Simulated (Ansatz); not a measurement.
CdCl2, triplet, at a GFN2-xTB geometry (such geometries of metal compounds can be far from the true shape) (a higher spin typed on purpose: for a closed-shell molecule this is an excited state) (all electrons, no relativity). Base run: PBE0/3-21G (Ansatz, a first-principles code).

Ansatz was given this input:
Ansatz 0.2 input:
```yaml
crystal:
  periodic: [false, false, false]
  atoms:
    - {symbol: Cd, position_ang: [-0.74733348, 0.29851729, -0.47268926]}
    - {symbol: Cl, position_ang: [1.83477169, -0.11884315, -0.37432263]}
    - {symbol: Cl, position_ang: [0.27534637, -0.72402919, 1.70897466]}
basis:
  gaussian:
    orbitals: 3-21G.json
hamiltonian:
  xc: pbe0
magnetization: {spin_polarized: true, initial_magnetization: 2}
```
The basis file holds 3-21G in the JSON format of the Basis Set Exchange.

The base run was repeated with changes; each row names its change, and settings that it needs were set with it.

```tsv
change	basis functions	E (Eh)
base	65	-6357.99388
basis = ANO-RCC-VDZP; relativity = none	79	-6252.06664
basis = x2c-TZVPall; relativity = spin-free X2C; nucleus = Gaussian	137	-6516.55591
basis = jorge-DZP-DKH; relativity = spin-free X2C; nucleus = Gaussian	96	-6510.48947
basis = jorge-DZP-DKH; relativity = none	96	-6339.51933
basis = ANO-RCC-VDZP; relativity = spin-free X2C; nucleus = Gaussian	79	-6516.40980
basis = jorge-DZP-DKH; relativity = spin-free X2C	96	-6510.60017
basis = x2c-TZVPall; relativity = spin-free X2C	137	-6516.66581
basis = x2c-TZVPall; relativity = none	137	-6305.33041
basis = ANO-RCC-VDZP; relativity = spin-free X2C	79	-6516.54087
```

Totals shift with the method and basis; they matter in differences.

Ansatz warned in this series: the basis is contracted for relativity, which the run leaves out.

Basis sets contracted for a relativistic Hamiltonian are a mismatch without it, so the rows without relativity aren't non-relativistic limits. No row has spin-orbit coupling; sets with core potentials leave out the core electrons.
